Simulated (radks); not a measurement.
Species: the bismuth ion Bi61+. Configuration: [Ar] 3d4. Method: non-relativistic Kohn-Sham, LB94 model potential, spin-polarised, spherical densities, point nucleus; open shells are filled with parallel spins first (spin-orbit coupling, left out, can overturn this in heavy ions); relativity is left out, which matters for an element this heavy; computed with a radial shooting solver on a logarithmic mesh with Libxc functionals. Some entries of the table are withheld. Estimate them.

orbital,occ.,eigenvalue (eV),<1/r> (bohr^-1)
1s down,1,-85557.26,82.49
1s up,1,-85556.32,82.49
2s up,1,-17963.70,19.59
2s down,1,-17960.11,19.61
2p up,3,-17501.72,19.62
2p down,3,-17501.44,19.63
3s up,1,-7051.970,8.048
3s down,1,-7025.559,8.026
3p up,3,-6855.361,(1)
3p down,3,-6826.983,(2)
3d up,4,-6524.294,7.936
3d down,0,-6496.710,7.941
4s up,0,-3752.999,4.326
4s down,0,-3743.698,4.317
4p up,0,-3666.838,4.298
4p down,0,-3657.391,4.292

Answer. 
(1) 3p up <1/r> (bohr^-1): 8.017
(2) 3p down <1/r> (bohr^-1): 7.999
